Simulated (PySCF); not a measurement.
Cartesian coordinates in Å; atom numbers follow the order of the lines, from 1:
```xyz
15

C    -2.756    0.735   -0.338
C    -2.080   -0.403   -0.422
C    -0.641   -0.489   -0.335
C     0.173   -1.635   -0.404
N     1.435   -1.258   -0.276
N     1.379    0.046   -0.137
C     2.547    0.854    0.030
N     0.175    0.556   -0.165
H    -2.243    1.670   -0.195
H    -3.830    0.764   -0.406
H    -2.584   -1.350   -0.565
H    -0.098   -2.662   -0.533
H     3.114    0.512    0.897
H     3.182    0.785   -0.854
H     2.222    1.882    0.175
```

- NMR shieldings at PBE0/pcSseg-1/GIAO
- GFN2-xTB structure
- program: PySCF 2.14
- one conformer, in vacuum, one averaged value for each set of equivalent atoms, non-relativistic

Chemical shifts δ = σref − σ; ¹³C (σ = 186.93 ppm) and ¹H (σ = 31.72 ppm) against TMS; ¹⁵N (σ = 267.73 ppm) vs NH3, all at this level.

| atoms | nucleus | count | Hirshfeld charge | δ (ppm) |
| --- | --- | --- | --- | --- |
| N5 | ¹⁵N | 1 | -0.14 | 365.1 |
| N8 | ¹⁵N | 1 | -0.12 | 357.7 |
| C1 | ¹³C | 1 | -0.09 | ? |
| C2 | ¹³C | 1 | -0.05 | 132.5 |
| C3 | ¹³C | 1 | 0.01 | 150.2 |
| H9 | ¹H | 1 | 0.04 | ? |
| H12 | ¹H | 1 | 0.06 | 7.49 |
| N6 | ¹⁵N | 1 | 0.10 | ? |
| H11 | ¹H | 1 | 0.05 | 6.76 |
| C4 | ¹³C | 1 | -0.04 | 139.8 |
| H13/H14/H15 | ¹H | 3 | 0.06 | ? |
| H10 | ¹H | 1 | 0.05 | 5.61 |
| C7 | ¹³C | 1 | -0.05 | 41.9 |

Complete the table.

## Answers


- C1: 123.1 ppm, terminal =CH2 carbon; an sp2 carbon of a C=C bond
- H9: 6.73 ppm, hydrogen on a terminal =CH2 carbon; attached to an sp2 carbon and in the plane of the double bond
- H13/H14/H15: 4.28 ppm, hydrogen on a methyl carbon bonded to N; its carbon carries N, an electronegative neighbour
- N6: 269.5 ppm, pyrrole-type ring nitrogen

Shifts are as computed. Against solution values, carbons near 30 ppm lie about +3 ppm off and those near 130 ppm about +5 ppm. Of 1211 compounds with measured shifts, 218 miss one by over three times the rms of a fit or turn the order of signals round; such compounds aren't used in these exercises. Experimental scales use liquid or dissolved standards, which lie at an offset from isolated NH3 (liquid NH3: subtract about 20 ppm). Unscaled 15N shifts of sp2 nitrogen come out 20 to 40 ppm too high even then.
